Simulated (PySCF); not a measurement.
# Predicted spectroscopic data

PySCF calculation with NMR shieldings at PBE0/pcSseg-1/GIAO and GFN2-xTB geometry; relativity neglected, a single conformation, equivalent nuclei averaged, in vacuum.

Referencing at the same level of theory: 1H (31.72 ppm), 13C (186.93 ppm) against TMS. Where no couplings were computed, multiplicities follow the n + 1 count of equivalent neighbours, and m marks all less simple cases (inequivalent or close neighbours, rings, F or P nearby). Shifts are as computed. Against solution values, carbons near 30 ppm lie about +3 ppm off and those near 130 ppm about +5 ppm (rms about the fit 2.1 ppm; single classes can miss by 10 ppm). Of 1328 compounds with measured shifts, 309 miss one by over three times the rms of a fit or turn the order of signals round; such compounds aren't used in these exercises. Signals without a measured value on file couldn't be tested in this way; 1H shifts scatter by 0.2 ppm about their fit, and single ones miss by 0.5 ppm.

**1.** `N#CC1([SiH3])CC1`, C₄H₇NSi. 1H NMR (400 MHz, computed): δ 4.03 (s, 3H), 1.24 (m, 2H), 0.81 (m, 2H). 13C{1H} NMR (computed): δ 128.0, 15.4, -10.3.

**2.** `InChI=1S/C6H9N3/c1-3-6-4-5(2)7-9-8-6/h4H,3H2,1-2H3`. 1H NMR (400 MHz, computed): δ 7.09 (s, 1H), 3.00 (q, 2H), 2.88 (s, 3H), 1.37 (t, 3H). 13C{1H} NMR (computed): δ 167.6, 161.9, 121.5, 35.0, 24.4, 19.8.

**3.** `C[C@H]1C[SiH2]1`, C₃H₈Si. 1H NMR (400 MHz, computed): δ 2.57 (m, 1H), 2.28 (m, 1H), 1.34 (d, 3H), 1.00 (m, 1H), 0.82 (m, 1H), 0.11 (m, 1H). 13C{1H} NMR (computed): δ 20.9 (CH3), 5.8 (CH), 2.6 (CH2).
